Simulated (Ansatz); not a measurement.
The cluster Sn5H2, relaxed as a singlet with RKS PBE-D4/def2-SVP in Ansatz, starting from the GFN1-xTB geometry. Force threshold 0.02 eV/Å.

In the def2 sets Sn takes a core potential; there is no spin–orbit coupling. The restricted singlet is unstable towards broken spin symmetry in Hartree–Fock (as tested in another run); at PBE-D4/def2-SVP this wasn't settled. The structure comes from a short search, and lower isomers may exist.

Start:

```xyz
7

Sn   -1.3633    0.2245   -1.3301
Sn    0.4167   -1.7526    0.6578
Sn    0.9465    1.5279    0.6705
Sn    1.3582   -0.2141   -1.4276
Sn   -1.3576    0.2145    1.4285
H     2.5421   -0.4021   -2.6719
H    -2.5427    0.4020    2.6729
```

Problem. Estimate the energy that the relaxation releases and the steps that it takes.

Solution. 11.6 kcal/mol, in 4 steps; 8 s on 4 threads of Arm Neoverse V1 on a shared host. No frequencies were taken in this run, so the end may be a saddle point.

Problem. Does the start keep its bonding and symmetry?

Solution. By distances, no bond broke or formed. The bond that changes most is Sn2–Sn4, from 2.76 to 2.85 Å (atoms count from 1). Point group D3h at the start, D3h at the end, both within 0.05 Å.

Problem. Predict the relaxed structure.

Solution. 
Cartesian coordinates in Å:
```
Sn -1.5243 0.2515 -1.4873
Sn 0.4658 -1.9593 0.7372
Sn 1.0584 1.7078 0.7501
Sn 1.2840 -0.2026 -1.3501
Sn -1.2838 0.2027 1.3502
H 2.4694 -0.3903 -2.5961
H -2.4695 0.3903 2.5961
```
Bond lengths (bridged metal pairs left out): 6 × Sn–Sn 2.85 Å; 2 × H–Sn 1.73 Å.
